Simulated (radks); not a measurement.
Task: Species: Ta LXVIII. Configuration: [He] 2s2 2p2 (the NIST ground configuration). All-electron calculation, Dirac Kohn-Sham, exchange-only PBE, spin-unpolarised, spherical densities, finite nucleus; open shells fill j = l - 1/2 first; Fermi nuclear charge, rms radius 5.3507 fm. Program: a radial shooting solver on a logarithmic mesh with Libxc functionals.

Spin-orbit splittings of the eigenvalues, e(l+1/2) - e(l-1/2), with zeta = 2 splitting/(2l+1) and mean radii in bohr:

| shell | occ. | splitting (eV) | zeta (eV) | <r> j=l-1/2 | <r> j=l+1/2 |
|---|---|---|---|---|---|
| 2p | 2 | 1389 | 926.3 | 0.06225 | 0.06949 |
| 3p | 0 | ? | ? | 0.1655 | 0.1759 |

Estimate the 3p splitting.

Result: 399.9 eV (zeta = 266.6 eV).
